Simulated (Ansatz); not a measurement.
The cluster Cd₇⁺. Charge 1, multiplicity 2. Geometry PBE/def2-SVP, basis def2-TZVP, Ansatz.

| atom | x (Å) | y (Å) | z (Å) |
| --- | --- | --- | --- |
| Cd1 | -0.0078 | 2.5569 | 2.1751 |
| Cd2 | 0.2252 | 0.6434 | -3.2898 |
| Cd3 | -0.7078 | -0.3824 | 2.4709 |
| Cd4 | 0.2506 | 2.4566 | -0.8527 |
| Cd5 | -0.9307 | -3.0527 | 1.0276 |
| Cd6 | -0.5018 | -1.8597 | -1.7386 |
| Cd7 | 1.6722 | -0.3621 | 0.2075 |

```csv
run,HOMO (eV),LUMO (eV)
A,-7.90,-6.64
B,-7.94,-6.97
C,-7.86,-7.70
D,-9.43,-4.98
E,-7.53,-7.30
F,-7.68,-7.17
```

In the def2 sets Cd takes a core potential; there is no spin–orbit coupling. LC-ωPBE has ω = 0.4 bohr⁻¹. B3LYP takes the VWN-RPA correlation. Another isomer (doublet) lies 0.05 eV lower at PBE0/def2-TZVP; other spin states weren't run for this one.

HOMO and LUMO are taken over both spins.

Task: The runs used B3LYP, LC-ωPBE, LDA (SPW92), PBE, PBE0, r2SCAN. Estimate which is which.

Result: A PBE0 (25 % exact exchange); B B3LYP (20 % exact exchange); C LDA (SPW92) (0 % exact exchange); D LC-ωPBE (range-separated); E PBE (0 % exact exchange); F r2SCAN (0 % exact exchange). Exact exchange lowers occupied and raises empty levels; among semilocal functionals meta-GGAs tend to open the gap a little, and such runs are hard to tell apart. The gap grows from 0.17 eV (LDA (SPW92)) to 4.45 eV (LC-ωPBE). At LC-ωPBE/def2-TZVP the charge 1 doublet is spin-contaminated (final ⟨S²⟩ up to 0.86, 0.75 for a pure state).
